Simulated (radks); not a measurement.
Values are calculated unless marked as measured or tabulated.
Initial-state core-level shifts of neutral samarium when its valence configuration changes from [Xe] 4f6 6s2. Level of theory: Dirac Kohn-Sham, BLYP, spin-unpolarised, spherical densities, point nucleus; open shells are shared between the two j in proportion to 2j + 1 (a radial shooting solver on a logarithmic mesh with Libxc functionals). Shifts are changes of the shell-averaged eigenvalues in eV (positive: less bound).

valence               1s       2p       4p      5p
4f5 5d1 6s2       -6.075   -6.531   -6.889  -2.771
4f4 5d2 6s2      -13.198  -14.239  -14.870  -5.481
4f3 5d3 6s2      -21.108  -22.840  -23.581  -8.105
4f6 6s1.5 6p0.5   -0.666   -0.658   -0.654  -0.674
4f6 5d1 6s1       +0.867   +0.917   +0.907  +0.982
4f3 5d4 6s1      -19.099  -20.734  -21.514  -6.250
4f5.5 5d0.5 6s2   -2.875   -3.084   -3.267  -1.385
4f5 6s2 6p1       -9.211   -9.751  -10.069  -5.781
